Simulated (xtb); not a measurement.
xtb input file for OV, SMILES [O]=[V] (connectivity only; charge and spin as stated), neutral, multiplicity 4, GFN2-xTB. 

```
$ xtb mol.xyz --gfn 2 --sp --chrg 0 --uhf 3 --json
$ cat mol.xyz
2

V      0.00000000     0.00000000    -0.39317977
O      0.00000000     0.00000000     1.13039184
```

It prints:

```
[banner left out]
          |                Calculation Setup                |
           -------------------------------------------------



           -------------------------------------------------
          |                 G F N 2 - x T B                 |
           -------------------------------------------------

        Reference                      10.1021/acs.jctc.8b01176
      * Hamiltonian:
        H0-scaling (s, p, d)           1.850000    2.230000    2.230000
        zeta-weighting                 0.500000
      * Dispersion:
        s8                             2.700000
        a1                             0.520000
        a2                             5.000000
        s9                             5.000000
      * Repulsion:
        kExp                           1.500000    1.000000
        rExp                           1.000000
      * Coulomb:
        alpha                          2.000000
        third order                    shell-resolved
        anisotropic                    true
        a3                             3.000000
        a5                             4.000000
        cn-shift                       1.200000
        cn-exp                         4.000000
        max-rad                        5.000000


          ...................................................
          :                      SETUP                      :
          :.................................................:
          :  # basis functions                  14          :
          :  # atomic orbitals                  13          :
          :  # shells                            5          :
          :  # electrons                        11          :
          :  max. iterations                   250          :
          :  Hamiltonian                  GFN2-xTB          :
          :  restarted?                      false          :
          :  GBSA solvation                  false          :
          :  PC potential                    false          :
          :  electronic temp.          300.0000000     K    :
          :  accuracy                    1.0000000          :
          :  -> integral cutoff          0.2500000E+02      :
          :  -> integral neglect         0.1000000E-07      :
          :  -> SCF convergence          0.1000000E-05 Eh   :
          :  -> wf. convergence          0.1000000E-03 e    :
          :  Broyden damping             0.4000000          :
          :  net charge                          0          :
          :  unpaired electrons                  3          :
          ...................................................

 iter      E             dE          RMSdq      gap      omega  full diag
   1     -1.9999019 -0.199990E+01  0.452E+01    2.51       0.0  T
   2     -4.9768882 -0.297699E+01  0.564E+01    0.60       1.0  T
   3     -5.1720444 -0.195156E+00  0.410E+01    0.88       1.0  T
   4     -4.0307255  0.114132E+01  0.341E+01    2.68       1.0  T
   5     -5.7341328 -0.170341E+01  0.943E+00    1.28       1.0  T
   6     -5.1940418  0.540091E+00  0.333E+01    0.78       1.0  T
   7     -5.7111988 -0.517157E+00  0.897E+00    1.28       1.0  T
   8     -5.6937490  0.174499E-01  0.941E+00    1.27       1.0  T
   9     -5.7369835 -0.432345E-01  0.829E+00    1.32       1.0  T
  10     -5.7768929 -0.399094E-01  0.700E+00    1.37       1.0  T
  11     -5.7807612 -0.386835E-02  0.690E+00    1.37       1.0  T
  12     -5.8916525 -0.110891E+00  0.145E+00    1.64       1.0  T
  13     -5.8961069 -0.445435E-02  0.433E-01    1.72       1.0  T
  14     -5.8962446 -0.137773E-03  0.511E-01    1.71       1.0  T
  15     -5.8961224  0.122219E-03  0.489E-01    1.72       1.0  T
  16     -5.8962607 -0.138237E-03  0.130E-01    1.71       1.0  T
  17     -5.8962714 -0.107591E-04  0.348E-02    1.71       2.0  T
  18     -5.8962723 -0.905783E-06  0.811E-03    1.71       8.7  T
  19     -5.8962724 -0.703842E-07  0.162E-03    1.71      43.6  T
  20     -5.8962724 -0.429244E-08  0.107E-03    1.71      66.3  T
  21     -5.8962724 -0.928178E-09  0.327E-05    1.71    2163.5  T
  22     -5.8962724 -0.565770E-12  0.164E-05    1.71    4312.4  T

   *** convergence criteria satisfied after 22 iterations ***

         #    Occupation            Energy/Eh            Energy/eV
      -------------------------------------------------------------
         1        2.0000           -0.6579864             -17.9047
         2        2.0000           -0.4567740             -12.4295
         3        2.0000           -0.4567740             -12.4295
         4        2.0000           -0.4496398             -12.2353
         5        1.0000           -0.3559771              -9.6866
         6        1.0000           -0.3484469              -9.4817
         7        1.0000           -0.3484469              -9.4817 (HOMO)
         8                         -0.2856622              -7.7733 (LUMO)
         9                         -0.2856622              -7.7733
        10                         -0.1414198              -3.8482
        11                          0.0210165               0.5719
        12                          0.0210165               0.5719
        13                          0.3560789               9.6894
      -------------------------------------------------------------
                  HL-Gap            0.0627847 Eh            1.7085 eV
             Fermi-level           -0.3599315 Eh           -9.7942 eV

 SCC (total)                   0 d,  0 h,  0 min,  0.003 sec
 SCC setup                      ...        0 min,  0.000 sec (  4.027%)
 Dispersion                     ...        0 min,  0.000 sec (  1.013%)
 classical contributions        ...        0 min,  0.000 sec (  0.624%)
 integral evaluation            ...        0 min,  0.000 sec ( 12.488%)
 iterations                     ...        0 min,  0.002 sec ( 69.053%)
 molecular gradient             ...        0 min,  0.000 sec (  9.615%)
 printout                       ...        0 min,  0.000 sec (  2.831%)

         :::::::::::::::::::::::::::::::::::::::::::::::::::::
         ::                     SUMMARY                     ::
         :::::::::::::::::::::::::::::::::::::::::::::::::::::
         :: total energy              -5.865397411640 Eh    ::
         :: gradient norm              0.000429109382 Eh/a0 ::
         :: HOMO-LUMO gap              1.708459106251 eV    ::
         ::.................................................::
         :: SCC energy                -5.896272404229 Eh    ::
         :: -> isotropic ES            0.017047585815 Eh    ::
         :: -> anisotropic ES          0.007285878019 Eh    ::
         :: -> anisotropic XC         -0.012379390179 Eh    ::
         :: -> dispersion             -0.000785957196 Eh    ::
         :: repulsion energy           0.030874992589 Eh    ::
         :: add. restraining           0.000000000000 Eh    ::
         :: total charge              -0.000000000000 e     ::
         :::::::::::::::::::::::::::::::::::::::::::::::::::::

           -------------------------------------------------
          |                Property Printout                |
           -------------------------------------------------

    * Orbital Energies and Occupations

         #    Occupation            Energy/Eh            Energy/eV
      -------------------------------------------------------------
         1        2.0000           -0.6579864             -17.9047
         2        2.0000           -0.4567740             -12.4295
         3        2.0000           -0.4567740             -12.4295
         4        2.0000           -0.4496398             -12.2353
         5        1.0000           -0.3559771              -9.6866
         6        1.0000           -0.3484469              -9.4817
Note: The following floating-point exceptions are signalling: IEEE_UNDERFLOW_FLAG IEEE_DENORMAL
normal termination of xtb
         7        1.0000           -0.3484469              -9.4817 (HOMO)
         8                         -0.2856622              -7.7733 (LUMO)
         9                         -0.2856622              -7.7733
        10                         -0.1414198              -3.8482
        11                          0.0210165               0.5719
        12                          0.0210165               0.5719
        13                          0.3560789               9.6894
      -------------------------------------------------------------
                  HL-Gap            0.0627847 Eh            1.7085 eV
             Fermi-level           -0.3599315 Eh           -9.7942 eV

     #   Z          covCN         q      C6AA      α(0)
     1  23 V        0.738     0.358  1022.373    94.477
     2   8 O        0.738    -0.358    20.908     6.128

 Mol. C6AA /au·bohr⁶  :       1271.960490
 Mol. C8AA /au·bohr⁸  :     124514.555896
 Mol. α(0) /au        :        100.604659


Wiberg/Mayer (AO) data.
largest (>0.10) Wiberg bond orders for each atom

 ---------------------------------------------------------------------------
     #   Z sym  total        # sym  WBO       # sym  WBO       # sym  WBO
 ---------------------------------------------------------------------------
     1  23 V    2.504 --     2 O    2.504
     2   8 O    2.504 --     1 V    2.504
 ---------------------------------------------------------------------------

Topologies differ in total number of bonds
Writing topology from bond orders to xtbtopo.mol

molecular dipole:
                 x           y           z       tot (Debye)
 q only:        0.000       0.000      -1.031
   full:        0.000       0.000      -2.820       7.169
molecular quadrupole (traceless):
                xx          xy          yy          xz          yz          zz
 q only:        0.718       0.000       0.718       0.000       0.000      -1.436
  q+dip:       -0.794       0.000      -0.794      -0.000       0.000       1.588
   full:       -0.848      -0.000      -0.848      -0.000       0.000       1.696


           -------------------------------------------------
          | TOTAL ENERGY               -5.865397411640 Eh   |
          | GRADIENT NORM               0.000429109382 Eh/α |
          | HOMO-LUMO GAP               1.708459106251 eV   |
           -------------------------------------------------

------------------------------------------------------------------------
------------------------------------------------------------------------
 total:
 SCF:
```

The run converged.

Cost: about 0.05 core-seconds (a rough figure).
